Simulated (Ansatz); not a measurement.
`NC[SiH2]P` + HCl → `P[SiH2]Cl` + CH₃NH₂  (ligand exchange at the Si–C bond)

Computed with Ansatz on PBE0-D4/def2-TZVP structures; ΔE is electronic, products minus reactants. CBS: MP2 limit from def2 TZ/QZ plus the TZ coupled-cluster correction, frozen cores. This one scheme is used for every species. DFT in def2-TZVPP. Each species was taken in one conformer, which may not be the lowest.

```json
{"species": "`NC[SiH2]P`", "r2SCAN energy (Eh)": "-728.45679"}
{"species": "HCl", "r2SCAN energy (Eh)": "-460.78587"}
{"species": "`P[SiH2]Cl`", "r2SCAN energy (Eh)": "-1093.44875"}
{"species": "CH₃NH₂", "r2SCAN energy (Eh)": "-95.83545"}
```

(1) Work out ΔE.

Largest T1 diagnostic among the species: 0.012.

Answers

(1) ΔE = (-1093.44875) + (-95.83545) − (-728.45679) − (-460.78587) = -0.04154 Eh = -26.1 kcal/mol. CCSD(T)/CBS gives -25.2 kcal/mol.

The D4 term adds +1.5 kcal/mol with B3LYP and +0.9 kcal/mol with PBE0; it sums over pairs of atoms, weighted by their polarisabilities, and B3LYP, whose exchange is more repulsive, gets the larger term. In def2-TZVPP, CCSD(T) changes the Hartree–Fock value by +5.0 kcal/mol (the triples alone add +0.5 kcal/mol) and MP2 by +4.1 kcal/mol.

B3LYP here is the variant with VWN-RPA as its local correlation; programs differ in this.
